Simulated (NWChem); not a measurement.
System: SiPH5O3; SMILES O[Si](O)(O)P

NWChem input:

```
start job
memory heap 200 mb stack 900 mb global 1100 mb
geometry units angstroms noautosym nocenter noautoz
  O      1.467158    -0.820805     0.604572
  Si     0.021170    -0.362688    -0.051528
  O     -1.296246    -0.902946     0.802462
  O     -0.096045    -1.085978    -1.532690
  P     -0.024717     1.883742    -0.183998
  H      1.700119    -1.745755     0.465734
  H     -1.410467    -0.575703     1.699112
  H     -0.987365    -1.217409    -1.869220
  H      1.370111     1.972265    -0.474475
  H      0.173563     2.046572     1.223273
end
basis spherical
  O library def2-svp
  Si library def2-svp
  P library def2-svp
  H library def2-svp
end
dft
  xc xcamb88 1.00 lyp 0.81 vwn_5 0.19 hfexch 1.00
  cam 0.33 cam_alpha 0.19 cam_beta 0.46
  iterations 150
end
property
  efieldgrad
end
task dft property
```

Output (shortened):

```
             Northwest Computational Chemistry Package (NWChem) 7.3.0
             --------------------------------------------------------

                             Geometry "geometry" -> ""
                             -------------------------

 Output coordinates in angstroms (scale by  1.889725989 to convert to a.u.)

  No.       Tag          Charge          X              Y              Z
 ---- ---------------- ---------- -------------- -------------- --------------
    1 O                    8.0000     1.46715800    -0.82080500     0.60457200
    2 Si                  14.0000     0.02117000    -0.36268800    -0.05152800
    3 O                    8.0000    -1.29624600    -0.90294600     0.80246200
    4 O                    8.0000    -0.09604500    -1.08597800    -1.53269000
    5 P                   15.0000    -0.02471700     1.88374200    -0.18399800
    6 H                    1.0000     1.70011900    -1.74575500     0.46573400
    7 H                    1.0000    -1.41046700    -0.57570300     1.69911200
    8 H                    1.0000    -0.98736500    -1.21740900    -1.86922000
    9 H                    1.0000     1.37011100     1.97226500    -0.47447500
   10 H                    1.0000     0.17356300     2.04657200     1.22327300

 Effective nuclear repulsion energy (a.u.)     316.7479857201

                              NWChem Property Module
                              ----------------------

  itol2e modified to match energy
  convergence criterion.

                                 NWChem DFT Module
                                 -----------------

 Summary of "ao basis" -> "ao basis" (spherical)
 ------------------------------------------------------------------------------
       Tag                 Description            Shells   Functions and Types
 ---------------- ------------------------------  ------  ---------------------
 O                          def2-svp                 6       14   3s2p1d
 Si                         def2-svp                 8       18   4s3p1d
 P                          def2-svp                 8       18   4s3p1d
 H                          def2-svp                 3        5   2s1p

  itol2e modified to match energy
  convergence criterion.

            General Information
            -------------------
          SCF calculation type: DFT
          Wavefunction type:  closed shell.
          No. of atoms     :    10
          No. of electrons :    58
           Alpha electrons :    29
            Beta electrons :    29
          Charge           :     0
          Spin multiplicity:     1
          Use of symmetry is: off; symmetry adaption is: off
          Maximum number of iterations: 150
          AO basis - number of functions:   103
                     number of shells:    49
          Convergence on energy requested:  1.00D-07
          Convergence on density requested:  1.00D-05
          Convergence on gradient requested:  5.00D-04

              XC Information
              --------------
                     Hartree-Fock (Exact) Exchange  1.000
                   CAM-Becke88 Exchange Functional  1.000
                      VWN V Correlation Functional  0.190 local
              Lee-Yang-Parr Correlation Functional  0.810

           Range-Separation Parameters
           ---------------------------
           Alpha           :  0.19
           Beta            :  0.46
           Gamma           :  0.33
           Short-Range HF  :     F

             Grid Information
             ----------------
          Grid used for XC integration:  fine
          Radial quadrature: Mura-Knowles
          Angular quadrature: Lebedev.
          Tag              B.-S. Rad. Rad. Pts. Rad. Cut. Ang. Pts.
          ---              ---------- --------- --------- ---------
          O                   0.60       70          11.0       590
          Si                  1.10      123           9.0       770
          P                   1.00      123          11.0       770
          H                   0.35       60          12.0       590
          Grid pruning is: on
          Number of quadrature shells:   756
          Spatial weights used:  Erf1

      Superposition of Atomic Density Guess
      -------------------------------------

 Sum of atomic energies:        -855.84606131

      Non-variational initial energy
      ------------------------------

 Total energy =    -857.450035
 1-e energy   =   -1813.994333
 2-e energy   =     639.796313
 HOMO         =      -0.301873
 LUMO         =       0.050925

   convergence    iter        energy       DeltaE   RMS-Dens  Diis-err
 ---------------- ----- ----------------- --------- --------- ---------
 d= 0,ls=0.0,diis     1   -859.1113635513 -1.18D+03  1.22D-02  1.12D+00
 d= 0,ls=0.0,diis     2   -859.1301097660 -1.87D-02  5.52D-03  1.12D+00
 d= 0,ls=0.0,diis     3   -859.2293431179 -9.92D-02  7.98D-04  1.67D-02
 d= 0,ls=0.0,diis     4   -859.2309264584 -1.58D-03  1.68D-04  2.61D-04
 d= 0,ls=0.0,diis     5   -859.2309610627 -3.46D-05  5.82D-05  3.99D-05
  Resetting Diis
 d= 0,ls=0.0,diis     6   -859.2309654351 -4.37D-06  2.27D-05  8.14D-06
 d= 0,ls=0.0,diis     7   -859.2309662741 -8.39D-07  1.10D-05  6.49D-07
 d= 0,ls=0.0,diis     8   -859.2309662860 -1.18D-08  4.84D-06  8.02D-07

         Total DFT energy =     -859.230966285967
      One electron energy =    -1818.503696806795
           Coulomb energy =      714.417328816978
    Exchange-Corr. energy =      -71.892584016201
 Nuclear repulsion energy =      316.747985720051

 Numeric. integr. density =       58.000001367649

                       DFT Final Molecular Orbital Analysis
                       ------------------------------------

 Vector   27  Occ=2.000000D+00  E=-3.838141D-01
              MO Center=  2.0D-01, -7.2D-01,  4.6D-01, r^2= 3.1D+00
   Bfn.  Coefficient  Atom+Function         Bfn.  Coefficient  Atom+Function
  ----- ------------  ---------------      ----- ------------  ---------------
     6      0.336443   1 O  pz               36     -0.325386   3 O  px
     4     -0.272386   1 O  px                9      0.252897   1 O  pz
    39     -0.243996   3 O  px                7     -0.199720   1 O  px
    37      0.185906   3 O  py               51     -0.152666   4 O  py
    40      0.148576   3 O  py               38     -0.134248   3 O  pz

[...]

          -----------------------
          Electric field gradient
          -----------------------

 1 a.u. = 0.324123 10**(16) esu/cm**3  ( or statvolts/cm**2 ) = 0.97174 10**(22) v/m**2

 ------------------------------------------------------------
   Atom      X         Y         Z
 ------------------------------------------------------------
    1 O    2.77253  -1.55110   1.14248
 ------------------------------------------------------------

 Electric field gradient in molecular frame (a.u.)
         XX             YY             ZZ             XY             XZ             YZ
 ------------------------------------------------------------------------------------------
        0.112849      -0.995277       0.882428       0.821436      -0.286125      -0.150609

 Principal components (a.u.) and orientation
 of principal axis w.r.t. absolute frame                      Asymmetry parameter eta
 --------------------------------------------------------------------------------------
       -1.432044       1.079670       0.352374                       0.507873

       -0.469558      -0.460025       0.753586
        0.882901      -0.244081       0.401135
       -0.000596       0.853698       0.520767

 ------------------------------------------------------------
   Atom      X         Y         Z
 ------------------------------------------------------------
    2 Si   0.04001  -0.68538  -0.09737
 ------------------------------------------------------------

 Electric field gradient in molecular frame (a.u.)
         XX             YY             ZZ             XY             XZ             YZ
 ------------------------------------------------------------------------------------------
       -0.081993       0.186619      -0.104626      -0.039784       0.013048      -0.002803

 Principal components (a.u.) and orientation
 of principal axis w.r.t. absolute frame                      Asymmetry parameter eta
 --------------------------------------------------------------------------------------
        0.192460      -0.111336      -0.081124                       0.156980

       -0.144170      -0.465809       0.873062
        0.989429      -0.053887       0.134635
       -0.015667       0.883243       0.468653

 ------------------------------------------------------------
   Atom      X         Y         Z
 ------------------------------------------------------------
    3 O   -2.44955  -1.70632   1.51643
 ------------------------------------------------------------

 Electric field gradient in molecular frame (a.u.)
         XX             YY             ZZ             XY             XZ             YZ
 ------------------------------------------------------------------------------------------
        0.367604       0.735999      -1.103603      -0.219412       0.679689      -0.508834

 Principal components (a.u.) and orientation
 of principal axis w.r.t. absolute frame                      Asymmetry parameter eta
 --------------------------------------------------------------------------------------
       -1.443217       1.114365       0.328851                       0.544280

       -0.325836      -0.537442       0.777809
        0.183736       0.771024       0.609724
        0.927401      -0.341581       0.152480

 ------------------------------------------------------------
   Atom      X         Y         Z
 ------------------------------------------------------------
    4 O   -0.18150  -2.05220  -2.89636
 ------------------------------------------------------------

 Electric field gradient in molecular frame (a.u.)
         XX             YY             ZZ             XY             XZ             YZ
 ------------------------------------------------------------------------------------------
       -0.755097       0.803866      -0.048768      -0.305765      -0.807579      -0.581989

 Principal components (a.u.) and orientation
 of principal axis w.r.t. absolute frame                      Asymmetry parameter eta
 --------------------------------------------------------------------------------------
       -1.434403       1.105308       0.329095                       0.541140

        0.785395       0.068229      -0.615223
        0.254059       0.870800       0.420905
        0.564454      -0.486879       0.666588

 ------------------------------------------------------------
   Atom      X         Y         Z
 ------------------------------------------------------------
    5 P   -0.04671   3.55976  -0.34771
 ------------------------------------------------------------

 Electric field gradient in molecular frame (a.u.)
         XX             YY             ZZ             XY             XZ             YZ
 ------------------------------------------------------------------------------------------
        0.111315       0.261775      -0.373090      -0.462690       0.559586      -0.349582

 Principal components (a.u.) and orientation
 of principal axis w.r.t. absolute frame                      Asymmetry parameter eta
 --------------------------------------------------------------------------------------
        0.959410      -0.742636      -0.216774                       0.548111

       -0.635066      -0.527413       0.564382
        0.638814       0.052188       0.767589
       -0.434290       0.848005       0.303776

 ------------------------------------------------------------
   Atom      X         Y         Z
 ------------------------------------------------------------
    6 H    3.21276  -3.29900   0.88011
 ------------------------------------------------------------

 Electric field gradient in molecular frame (a.u.)
         XX             YY             ZZ             XY             XZ             YZ
 ------------------------------------------------------------------------------------------
        0.182665      -0.413100       0.230435       0.171811       0.012943      -0.095999

 Principal components (a.u.) and orientation
 of principal axis w.r.t. absolute frame                      Asymmetry parameter eta
 --------------------------------------------------------------------------------------
       -0.472239       0.250424       0.221815                       0.060583

       -0.253923      -0.442453       0.860092
        0.957684      -0.239599       0.159479
        0.135516       0.864192       0.484570

 ------------------------------------------------------------
   Atom      X         Y         Z
 ------------------------------------------------------------
    7 H   -2.66540  -1.08792   3.21086
 ------------------------------------------------------------

 Electric field gradient in molecular frame (a.u.)
         XX             YY             ZZ             XY             XZ             YZ
 ------------------------------------------------------------------------------------------
        0.223681       0.162466      -0.386147       0.017874       0.090757      -0.228400

 Principal components (a.u.) and orientation
 of principal axis w.r.t. absolute frame                      Asymmetry parameter eta
 --------------------------------------------------------------------------------------
       -0.480658       0.255079       0.225579                       0.061376

       -0.128770      -0.576737       0.806718
        0.335053       0.740350       0.582771
        0.933358      -0.345337      -0.097902

 ------------------------------------------------------------
   Atom      X         Y         Z
 ------------------------------------------------------------
    8 H   -1.86585  -2.30057  -3.53231
 ------------------------------------------------------------

 Electric field gradient in molecular frame (a.u.)
         XX             YY             ZZ             XY             XZ             YZ
 ------------------------------------------------------------------------------------------
       -0.371672       0.232278       0.139393      -0.090014      -0.235571      -0.048638

 Principal components (a.u.) and orientation
 of principal axis w.r.t. absolute frame                      Asymmetry parameter eta
 --------------------------------------------------------------------------------------
       -0.478205       0.253715       0.224490                       0.061115

        0.921172       0.063080      -0.384009
        0.141524       0.864907       0.481567
        0.362509      -0.497952       0.787801

 ------------------------------------------------------------
   Atom      X         Y         Z
 ------------------------------------------------------------
    9 H    2.58913   3.72704  -0.89663
 ------------------------------------------------------------

 Electric field gradient in molecular frame (a.u.)
         XX             YY             ZZ             XY             XZ             YZ
 ------------------------------------------------------------------------------------------
       -0.161626       0.088236       0.073390      -0.020595       0.056530      -0.003052

 Principal components (a.u.) and orientation
 of principal axis w.r.t. absolute frame                      Asymmetry parameter eta
 --------------------------------------------------------------------------------------
       -0.175943       0.095692       0.080250                       0.087768

        0.972818      -0.193452       0.127286
        0.073303       0.778647       0.623166
       -0.219663      -0.596897       0.771662

[...]
```

Level: CAM-B3LYP/def2-SVP. Geometry: optimised at PBE0/def2-SVP. NWChem prints the field gradient with the sign opposite to the second derivative of the potential.
